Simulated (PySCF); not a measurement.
Compound: TeMe2, C2H6Te.
Geometry (PBE0-D3(BJ)/def2-SVP, Å), atoms numbered from 1 in this order:
```xyz
9
C2H6Te angstrom
Te     0.0080   -0.0222   -1.4675
C      1.5849   -0.0348   -0.0027
H      1.5064   -0.9321    0.6242
H      1.5293    0.8717    0.6134
H      2.5408   -0.0508   -0.5432
C     -1.5556    0.0197    0.0102
H     -1.4750    0.9329    0.6133
H     -1.4900   -0.8710    0.6481
H     -2.5161    0.0172   -0.5215
```

Computed with PySCF, PBE0-D3(BJ)/def2-SVP geometry optimisation, gas phase, def2 core potentials past Kr.

Task: Which atoms are bound to Te1, and at what distances?

Result: 2 atoms: C6 2.152 Å, C2 2.152 Å. The nearest atom not counted as bound is H9, at 2.70 Å (others tie with it).

Task: What is the shape at Te1?

Result: Bent: angle 93.7°.

Task: What are the other bond lengths?

Result: C2–H3 and 5 like bonds 1.098 Å.

Task: What are the rotational constants (commonest isotopes, rigid rotor)?

Result: A = 8200, B = 5985, C = 3623 MHz: an asymmetric top.

Point group: C2v (every atom within 0.08 Å of its image). Charge 0, singlet. PBE0-D3(BJ)/def2-SVP frequencies: not computed here.

The run took 12 s wall on an Arm Neoverse V2 with one thread, shared host with 32 logical CPUs at a one-minute load of 18, and the process peaked at 0.32 GiB of memory. This is the geometry optimisation.
